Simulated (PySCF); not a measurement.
**CH9ClO2Si3: full NMR table**

| Property | Result |
| --- | --- |
| Formula | CH9ClO2Si3 |
| SMILES | [SiH3]CO[SiH2]O[SiH2]Cl |
| InChI | InChI=1S/CH9ClO2Si3/c2-6-4-7-3-1-5/h1,6-7H2,5H3 |
| Point group of the computed structure | C1 |
| Degrees of unsaturation | 0 |
| Carbon signals | 1 |
| Proton signals | 4 |

Molfile (atoms numbered from 1):
```
CH9ClO2Si3
     RDKit          3D

 16 15  0  0  0  0  0  0  0  0999 V2000
   -2.6206    1.2509    0.2115 Si  0  0  0  0  0  4  0  0  0  0  0  0
   -1.8793   -0.5000    0.0815 C   0  0  0  0  0  0  0  0  0  0  0  0
   -0.4935   -0.3001   -0.1108 O   0  0  0  0  0  0  0  0  0  0  0  0
    0.6710   -1.4055   -0.2517 Si  0  0  0  0  0  4  0  0  0  0  0  0
    2.0076   -0.5317   -0.5114 O   0  0  0  0  0  0  0  0  0  0  0  0
    3.0897    0.6026   -0.1527 Si  0  0  0  0  0  4  0  0  0  0  0  0
    4.2857   -0.1200    1.2809 Cl  0  0  0  0  0  0  0  0  0  0  0  0
   -2.3364    1.9554   -1.0374 H   0  0  0  0  0  0  0  0  0  0  0  0
   -1.9902    1.9300    1.3424 H   0  0  0  0  0  0  0  0  0  0  0  0
   -4.0658    1.1348    0.4257 H   0  0  0  0  0  0  0  0  0  0  0  0
   -2.2818   -1.0751   -0.7575 H   0  0  0  0  0  0  0  0  0  0  0  0
   -2.0408   -1.1022    0.9801 H   0  0  0  0  0  0  0  0  0  0  0  0
    0.8293   -2.1793    0.9768 H   0  0  0  0  0  0  0  0  0  0  0  0
    0.5382   -2.2235   -1.4518 H   0  0  0  0  0  0  0  0  0  0  0  0
    2.4353    1.8025    0.3484 H   0  0  0  0  0  0  0  0  0  0  0  0
    3.8441    0.7703   -1.3854 H   0  0  0  0  0  0  0  0  0  0  0  0
  1  2  1  0
  2  3  1  0
  3  4  1  0
  4  5  1  0
  5  6  1  0
  6  7  1  0
  1  8  1  0
  1  9  1  0
  1 10  1  0
  2 11  1  0
  2 12  1  0
  4 13  1  0
  4 14  1  0
  6 15  1  0
  6 16  1  0
M  END
```

[PySCF: geometry: GFN2-xTB; GIAO PBE0/pcSseg-1 shieldings; isolated molecule; one computed conformer; relativity neglected; fast rotation and ring inversion assumed for equivalent nuclei]

δ = σ(ref) − σ, references computed at the same level: 1H (σ = 31.72 ppm), 13C (σ = 186.93 ppm), 29Si (σ = 349.16 ppm) against TMS; 17O (σ = 336.08 ppm) vs H2O.

| carbon | δC, type | δH (multiplicity) | HMBC from (2–3 bonds) | span of the C tensor (ppm) |
| --- | --- | --- | --- | --- |
| C2 | 49.8, CH2 | 3.93 (m) | H13/H14, H8/H9/H10 | 84 |

Other nuclei:
```
    atoms  nucleus                            environment  δ (ppm)  σ (ppm)
  H15/H16       1H  hydrogen on a silicon bonded to Cl, O     5.47    26.25
  H13/H14       1H    hydrogen on a silicon bonded to 2 O     4.97    26.75
H8/H9/H10       1H      hydrogen on a silicon bonded to C     4.00    27.72
      Si6     29Si           silicon bonded to Cl, O, 2 H    -28.2    377.4
      Si4     29Si             silicon bonded to 2 O, 2 H    -39.0    388.1
      Si1     29Si               silicon bonded to C, 3 H    -71.1    420.3
       O5      17O                  oxygen bonded to 2 Si     78.9    257.2
       O3      17O                 oxygen bonded to C, Si     18.2    317.9
```

- δC 49.8: sp3 CH2 bonded to O and Si; pulled downfield by the heteroatom.
- δH 5.47: hydrogen on a silicon bonded to Cl, O.
- δH 4.97: hydrogen on a silicon bonded to 2 O.
- δH 4.00: hydrogen on a silicon bonded to C.
- δH 3.93: hydrogen on an sp3 CH2 bonded to O and Si; its carbon carries O, hence the downfield position.

Shifts are as computed. Against solution values, carbons near 30 ppm lie about +3 ppm off and those near 130 ppm about +5 ppm. Of 1211 compounds with measured shifts, 218 miss one by over three times the rms of a fit or turn the order of signals round; such compounds aren't used in these exercises. Experimental scales use liquid or dissolved standards, which lie at an offset from isolated H2O (liquid H2O: subtract about 36 ppm). No couplings were computed; multiplicities are counted from neighbouring protons, with m where these are inequivalent, close in shift, in a saturated or five-membered ring or joined by F or P, and br s for small geminal =CH2 splittings.
